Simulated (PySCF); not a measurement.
An excited-state table with gaps

C6H6ClP.
Bonds: P1–C2, C2–C3 (aromatic), C3–C4 (aromatic), C4–C5 (aromatic), C5–Cl6, C5–C7 (aromatic), C7–C8 (aromatic), C2–C8 (aromatic). Hydrogens: H9, H10 on P1; H11 on C3; H12 on C4; H13 on C7; H14 on C8.

Computed, not measured: TDDFT CAM-B3LYP/def2-SVPD, vertical, gas phase, core orbitals frozen in the response (PySCF 2.14.0, density-fitted response routines). Isolated species at its GFN2-xTB geometry (one conformer only). Torsions of this conformer, `[PH2:1][c:2]1[cH:3][cH:4][c:5]([Cl:6])[cH:7][cH:8]1`: H–P1–C2–C3 45°, H–P1–C2–C3 138°.

Orbital energies (eV): HOMO-3 -10.45, HOMO-2 -9.56, HOMO-1 -9.10, HOMO -7.95, LUMO 0.24, LUMO+1 0.26, LUMO+2 1.07.

Lowest singlets, with some entries withheld (?).

```json
{"state": "S1", "λ (nm)": "?", "f": "?", "main configurations (H = HOMO, L = LUMO)": "H→L (78%), H-1→L+1 (18%)"}
{"state": "S2", "λ (nm)": "225.7", "f": "0.327", "main configurations (H = HOMO, L = LUMO)": "H→L+1 (89%)"}
{"state": "S3", "λ (nm)": "203.6", "f": "?", "main configurations (H = HOMO, L = LUMO)": "H→L+2 (84%)"}
{"state": "S4", "λ (nm)": "194.8", "f": "0.040", "main configurations (H = HOMO, L = LUMO)": "?"}
{"state": "S5", "λ (nm)": "186.9", "f": "0.212", "main configurations (H = HOMO, L = LUMO)": "H-1→L (35%), H-2→L+1 (17%), H→L+3 (14%)"}
{"state": "S6", "λ (nm)": "184.1", "f": "0.202", "main configurations (H = HOMO, L = LUMO)": "?"}
{"state": "S7", "λ (nm)": "177.6", "f": "?", "main configurations (H = HOMO, L = LUMO)": "?"}
{"state": "S8", "λ (nm)": "?", "f": "0.128", "main configurations (H = HOMO, L = LUMO)": "H→L+6 (53%), H-2→L+1 (15%)"}
```

(1) What stands in place of each question mark?

(2) What is the mean static polarisability from the same response equations?

(3) How far apart are S2 and S5, in eV and cm⁻¹?

(4) Where do the lowest triplets lie (Tamm–Dancoff)?

## Answers

(1) 
- S1: λ = 246.3 nm; f = 0.0029
- S3: f = 0.0065
- S4: H-1→L+1 (48%), H-2→L (20%), H→L (15%)
- S6: H-1→L (29%), H→L+3 (27%), H→L+4 (13%)
- S7: f = 0.246; H-2→L (53%), H-1→L+1 (27%)
- S8: λ = 177.3 nm

(2) 109.3 au (16.20 Å³), with principal values 68.5, 102.0 and 157.5 au.

(3) 6.635 − 5.493 = 1.142 eV, or about 9210 cm⁻¹.

(4) T1 3.85 eV, H→L+1 (70%), H-1→L (16%); T2 4.36 eV, H→L (88%); T3 4.69 eV, H-1→L (76%), H→L+1 (18%). E(S1) − E(T1) = +1.19 eV.
